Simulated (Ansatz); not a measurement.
Ansatz results at the PBE0-D4/def2-TZVP geometry: ideal-gas entropy at 298 K and 1 bar (rigid rotor, harmonic PBE0-D4/def2-TZVP) 391 J/(mol·K); HOMO energy (PBE0/def2-TZVPP) -8.06 eV; zero-point energy (PBE0-D4/def2-TZVP) 208.6 kJ/mol.

Each molecule was computed in one conformer, which needn't be the lowest.

(1) Which molecule gave them?
A. `[F][In]([SH])[SH]`
B. `C[O][InH][Cl]`
C. `C[CH2][In]([OH])[F]`
D. `[NH2][In]([NH2])[NH2]`

Results:

(1) C. The others give `C[O][InH][Cl]`: 358, -7.77, 127.2; `[NH2][In]([NH2])[NH2]`: 363, -6.77, 196.3; `[F][In]([SH])[SH]`: 367, -7.93, 53.0.
